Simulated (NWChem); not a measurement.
System: C3H5NOSi; SMILES n1c(occ1)[SiH3]

All runs: NWChem. Pople sets run with spherical d functions. Structure relaxed at the B3LYP/6-31G* (spherical d) level. B3LYP is NWChem's, with the RPA form of VWN correlation. Level: B3LYP/6-31G* with SMD (1 M gas to 1 M solution), gas-phase geometry. Reactions with the solvent are ignored.

For solvent toluene:

```yaml
solvation free energy (kcal/mol): -2.4
cavity-dispersion-structure term (kcal/mol): 0.0
dipole in solution (D): 1.82
```

### Question
Estimate the same quantities for solvent water.

### Answer
- solvation free energy (kcal/mol) = -0.9
- cavity-dispersion-structure term (kcal/mol) = 3.9
- dipole in solution (D) = 2.10
